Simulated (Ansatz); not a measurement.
`CB(C)OC=O` + HCl → `CB(C)Cl` + `O=CO` at 600 K and 1 bar (ligand exchange at a B–O bond).

Gas-phase electronic energies from Ansatz, PBE0-D4/def2-TZVP geometries. CCSD(T)/CBS is the MP2 limit (def2-TZVPP, def2-QZVPP) plus CCSD(T) − MP2 in def2-TZVPP, frozen cores. This one scheme is used for every species. Each species was taken in one conformer, which may not be the lowest.

| species | CCSD(T)/CBS energy (Eh) | H − E (kJ/mol) | S (J/(mol·K)) |
| --- | --- | --- | --- |
| `CB(C)OC=O` | -293.57625 | 335.6 | 465.1 |
| HCl | -460.38127 | 35.4 | 207.2 |
| `CB(C)Cl` | -564.35192 | 258.2 | 398.7 |
| `O=CO` | -189.60296 | 117.0 | 286.2 |

H − E and S are ideal-gas, rigid-rotor, harmonic terms from PBE0-D4/def2-TZVP, for one conformer and one mirror image of each species. 1 Eh = 2625.50 kJ/mol, R = 8.31446 J/(mol·K).

Q: By hand: ΔE, ΔH, ΔS and ΔG.

A: ΔE = (-564.35192) + (-189.60296) − (-293.57625) − (-460.38127) = 0.00264 Eh = 6.9 kJ/mol. Δ(H − E) = 258.2 + 117.0 − 335.6 − 35.4 = 4.2, so ΔH = 11.1 kJ/mol. ΔS = 398.7 + 286.2 − 465.1 − 207.2 = 12.6 J/(mol·K). ΔG = 11.1 − 600 × (12.6)/1000 = 3.5 kJ/mol.

Q: By hand: the equilibrium constant, and the temperature at which ΔG would vanish if ΔH and ΔS stayed fixed.

A: log₁₀ K = −ΔG/(RT ln 10) = -0.3. ΔG = 0 at ΔH/ΔS = 881 K, though so small a ΔS makes that figure unsure.

TΔS isn't small against ΔH here. The sign of ΔG lies within the doubt. A doubt of 5 kJ/mol in ΔE shifts log₁₀ K by 0.4 here. Other conformers and mirror images would add mixing entropy, several J/(mol·K) or more a flexible species. Modes under 60 cm⁻¹, often nearly free rotors, make the harmonic entropy too high. These are equilibria of isolated gas molecules and say nothing of rates. Largest T1 diagnostic: 0.016 (customary marks: 0.02 for closed shells, 0.045 for open ones).
